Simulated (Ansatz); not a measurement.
`N#C[SiH](F)Cl` at its PBE0-D4/def2-TZVP geometry, where that method's forces vanish. The species carries charge 0 and has multiplicity 1.

```
atom   x (Å)   y (Å)   z (Å)
  N1   1.177   2.066  -0.606
  C2   0.642   1.096  -0.294
 Si3  -0.171  -0.487   0.171
  F4  -0.514  -0.397   1.709
 Cl5  -1.868  -0.664  -0.904
  H6   0.734  -1.615  -0.076
```

Problem. For each bond, give half the difference of the two atoms' forces along it (eV/Å; positive pushes the atoms apart) under PBE-D4, r2SCAN-D4, B3LYP-D4, ωB97M-V in def2-TZVPP. (Estimate.)

Solution. Computed: 
```json
{"bond": "N1–C2", "length (Å)": "1.151", "PBE-D4": "1.52", "r2SCAN-D4": "0.57", "B3LYP-D4": "0.04", "ωB97M-V": "-0.27"}
{"bond": "C2–Si3", "length (Å)": "1.839", "PBE-D4": "-0.84", "r2SCAN-D4": "-0.32", "B3LYP-D4": "-0.05", "ωB97M-V": "0.20"}
{"bond": "Si3–F4", "length (Å)": "1.579", "PBE-D4": "0.58", "r2SCAN-D4": "0.06", "B3LYP-D4": "0.19", "ωB97M-V": "0.15"}
{"bond": "Si3–Cl5", "length (Å)": "2.016", "PBE-D4": "0.16", "r2SCAN-D4": "0.06", "B3LYP-D4": "0.20", "ωB97M-V": "0.04"}
{"bond": "Si3–H6", "length (Å)": "1.467", "PBE-D4": "0.01", "r2SCAN-D4": "-0.04", "B3LYP-D4": "-0.17", "ωB97M-V": "-0.26"}
```

B3LYP here is the variant with VWN-RPA as its local correlation; programs differ in this.
